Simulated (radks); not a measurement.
Question: Rb I, configuration [Kr] 5s1. All-electron calculation, non-relativistic Kohn-Sham, PBE, spin-polarised, spherical densities, point nucleus; open shells are filled with parallel spins first (spin-orbit coupling, left out, can overturn this in heavy ions); relativity is left out, which matters for an element this heavy. Program: a radial shooting solver on a logarithmic mesh with Libxc functionals. Some entries of the table are withheld. Estimate them.

| orbital | occ. | eigenvalue (eV) | r(max) (bohr) | <r^2> (bohr^2) |
|---|---|---|---|---|
| 1s up | 1 | -14742.89 | 0.02728 | 0.002282 |
| 1s down | 1 | -14742.88 | 0.02728 | 0.002282 |
| 2s up | 1 | -1942.405 | 0.1536 | 0.03908 |
| 2s down | 1 | -1942.401 | 0.1536 | 0.03908 |
| 2p up | 3 | -1763.604 | 0.1214 | 0.03006 |
| 2p down | 3 | -1763.600 | 0.1214 | 0.03006 |
| 3s up | 1 | -286.9891 | 0.4610 | 0.3125 |
| 3s down | 1 | -286.9814 | 0.4610 | 0.3125 |
| 3p up | 3 | -222.4750 | 0.4508 | 0.3201 |
| 3p down | 3 | -222.4669 | 0.4509 | 0.3201 |
| 3d up | 5 | -106.2415 | 0.3928 | 0.3356 |
| 3d down | 5 | -106.2324 | 0.3928 | 0.3355 |
| 4s up | 1 | (1) | 1.287 | 2.516 |
| 4s down | 1 | (2) | 1.287 | 2.508 |
| 4p up | 3 | -16.0270 | (3) | 3.507 |
| 4p down | 3 | -15.9421 | (4) | 3.471 |
| 5s up | 1 | -2.4017 | 4.475 | (5) |

Answer: 
(1) 4s up eigenvalue (eV): -30.7886
(2) 4s down eigenvalue (eV): -30.7400
(3) 4p up r(max) (bohr): 1.437
(4) 4p down r(max) (bohr): 1.436
(5) 5s up <r^2> (bohr^2): 31.63
